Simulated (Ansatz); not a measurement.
MnH₂, sextet: CASSCF and its corrections

Program: Ansatz, Gaussian basis, development build. Basis def2-SVP, nonrelativistic, 9 orbitals frozen in the corrections. State-specific CASSCF; RHF is the lowest restricted (open-shell) Hartree–Fock solution met. Small basis; these aren't basis-limit values. Solutions may break the symmetry of the shape. No proof that the lowest CASSCF solution was found.

Geometry. A bond is stretched, to 1.50 times the sum of the covalent radii.

```xyz
3

H     0.0000    0.0000    2.5500
Mn    0.0000    0.0000    0.0000
H     0.0000    0.0000   -1.7000
```

(1) What do CASSCF and its corrections give against RHF in CAS(9,8), and what are the occupations?

Answers

(1) CASSCF -0.782 eV, SC-NEVPT2 -2.680 eV; occupations 2.00, 1.88, 1.00, 1.00, 1.00, 1.00, 1.00, 0.12.
